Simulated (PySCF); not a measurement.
Coordinates in bohr (charge 0 multiplicity 2):
```
Ge   -0.6960    0.0156   -0.7338
O     1.2053   -0.0270   -3.2275
Cl    0.9202   -0.0206    3.0278
```

All numbers come from PySCF, UPBE0, basis Ge def2-TZVP, O def2-TZVP, Cl def2-TZVP (no relativity, density fitting).

This geometry of GeOCl is a stationary point at this level.

Question: What is the point group?

Answer: Cs.

Question: Is it a minimum?

Answer: Yes: all harmonic wavenumbers are real.

Question: Which band is strongest in the infrared?

Answer: 394 cm⁻¹ (a'), 61 km/mol.

Question: What are the dipole moment and the gap between the highest occupied and lowest empty levels of either spin?

Answer: 2.48 D and 3.34 eV.

Only a few start shapes were tried, so a lower isomer may exist.
